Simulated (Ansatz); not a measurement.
Computed with Ansatz.

A structure relaxed at PBE0-D4/def2-TZVP, charge 0, multiplicity 1:

Cartesian coordinates in Å:
```
F 1.148 -1.674 -2.056
In -0.089 -0.397 -1.261
Cl -1.645 0.222 -2.869
Ge 0.116 0.361 1.196
H -0.230 -0.835 2.091
H 1.560 0.808 1.450
H -0.858 1.515 1.448
```

(1) Give its formula and SMILES.

(2) Summarise the bond lengths by kind.

Answers

(1) ClFGeH3In, `[F][In]([Cl])[GeH3]`.

(2) 1 × F–In 1.948 Å; 1 × Cl–In 2.321 Å; 1 × Ge–In 2.579 Å; 3 × Ge–H 1.532 to 1.534 Å.
